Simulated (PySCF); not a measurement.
## Finite-field polarisability of Al (aluminium, neutral)

[Ne] 3s2 3p1, 2P determinant. All numbers are calculated (PySCF 2.14, the non-relativistic Hamiltonian (point nucleus), in aug-cc-pwCVTZ). Frozen: [Ne]. Energy changes in a uniform field (μhartree):

```csv
axis,F (au),HF,MP2,CCSD,CCSD(T)
x,0.002,-104.416,-103.055,-100.330,-100.368
x,0.004,-417.981,-412.546,-401.620,-401.772
y,0.0016,-103.335,-100.608,-97.217,-97.150
y,0.0032,-414.752,-403.765,-390.100,-389.828
```

By symmetry the remaining axis equals x.

(1) Derive α along x at CCSD(T) from the two fields.

(2) And the mean polarisability at each level?

Answers

(1) With ΔE = −αF²/2 − γF⁴/24, α = −(16 ΔE(F) − ΔE(2F))/(6F²) = 50.17 bohr³.

(2) The components xx, yy, zz at CCSD(T) are 50.17, 75.82, 50.17, the third axis being equal by symmetry to one of the two computed. Means: HF 61.68, MP2 60.51, CCSD 58.73, CCSD(T) 58.72 bohr³. Reference: 57.8 ± 1 bohr³ (recommended; Schwerdtfeger and Nagle, table of static dipole polarizabilities (2023 update)).
